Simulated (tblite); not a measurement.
Compound: C2H11FO2Si3.
SMILES with atom numbers: `[CH3:1][CH2:2][Si@H:3]([O:4][SiH3:5])[O:6][SiH2:7][F:8]` (hydrogens: H9, H10, H11 on C1; H12, H13 on C2; H14 on Si3; H15, H16, H17 on Si5; H18, H19 on Si7)

A start from a force field or distance geometry was refined with GFN2-xTB geometry optimisation, gas phase (tblite). Values at the start:

```tsv
coordinate	start
C1–C2	1.497 Å
C1–H9	1.106 Å
C2–Si3	1.871 Å
C2–H12	1.114 Å
C2–H13	1.098 Å
Si3–O4	1.726 Å
Si3–O6	1.688 Å
Si3–H14	1.483 Å
O4–Si5	1.703 Å
Si5–H15	1.462 Å
O6–Si7	1.706 Å
Si7–F8	1.705 Å
Si7–H18	1.484 Å
Si7–H19	1.449 Å
C1–C2–Si3	107.9°
C2–Si3–O4	111.2°
C2–Si3–O6	111.6°
Si3–O4–Si5	110.9°
Si3–O6–Si7	113.6°
O4–Si3–O6	112.4°
O6–Si7–F8	106.5°
```

Problem. How do these coordinates change at the GFN2-xTB level?

Solution. 
```tsv
coordinate	GFN2-xTB (Å or °)	change
Si3–O4	1.615	-0.111
O6–Si7	1.604	-0.102
Si7–F8	1.606	-0.099
O4–Si5	1.625	-0.078
Si3–O6	1.629	-0.059
Si7–H18	1.449	-0.035
C1–C2	1.525	+0.028
Si3–H14	1.458	-0.025
C2–H12	1.091	-0.023
C2–Si3	1.891	+0.020
C1–H9	1.087	-0.019
C2–H13	1.092	-0.006
Si7–H19	1.451	+0.002
Si5–H15	1.462	0.000
Si3–O4–Si5	152.1	+41.2
Si3–O6–Si7	149.4	+35.8
C1–C2–Si3	112.2	+4.3
C2–Si3–O6	107.9	-3.7
C2–Si3–O4	108.5	-2.7
O4–Si3–O6	109.9	-2.5
O6–Si7–F8	109.0	+2.5
```

The energy falls by 146.8 kJ/mol over 195 L-BFGS steps, the largest force on an atom goes from 2.64 to 0.006 eV/Å, and the atoms move by 0.913 Å rms after alignment. The bond that changes most is Si3–O4 (oxygen-bound silicon to siloxane oxygen), which shortens by 0.111 Å. Bonds longer at the end by more than 0.005 Å: 2 of 18; shorter: 14. Among the dihedrals that turn most is Si3–O6–Si7–H18, from -99° to 149°. Rotational constants go from 1192, 846.1, 542.3 to 1424, 797.5, 549.4 MHz.

On one thread, Arm Neoverse N1 (aarch64) (shared host), this took 3.2 s wall.

GFN2-xTB frequencies show an imaginary mode (34i cm⁻¹), so the point is no minimum at that level. 3 starts were optimised and ended at 0.00, 0.75 and 0.83 kcal/mol (GFN2-xTB); the lowest of these is shown.

These are computed values.
